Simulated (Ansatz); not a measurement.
Mulliken charges of CH4ClNOSi (`NC(=O)[SiH2]Cl`) from PBE/def2-TZVPP in Ansatz (PBE0-D4/def2-TZVP geometry).

| atom | x (Å) | y (Å) | z (Å) | charge (e) |
| --- | --- | --- | --- | --- |
| N1 | 1.395 | 0.688 | -0.196 | -0.225 |
| C2 | 0.694 | -0.405 | 0.159 | 0.123 |
| O3 | 1.195 | -1.450 | 0.537 | -0.296 |
| Si4 | -1.213 | -0.401 | 0.094 | 0.358 |
| Cl5 | -1.932 | 1.423 | -0.564 | -0.237 |
| H6 | 2.402 | 0.667 | -0.155 | 0.176 |
| H7 | 0.928 | 1.524 | -0.501 | 0.179 |
| H8 | -1.652 | -1.448 | -0.851 | -0.039 |
| H9 | -1.728 | -0.645 | 1.457 | -0.039 |

Task: By hand: the dipole of these point charges (1 e Å = 4.8032 D).

Result: Σ q r = (0.162, 0.216, -0.069) e Å, of length 0.279 e Å = 1.34 D.

Task: How does the dipole of the full density compare? (An estimate is asked.)

Result: The calculation gave: (0.116, 0.463, -0.156) e Å, 2.41 D; the point charges give 0.56 times that, at 22° from its direction.

Point charges leave out the atoms' own dipoles, such as those of lone pairs, and Mulliken's split depends on the basis, so the two needn't agree.
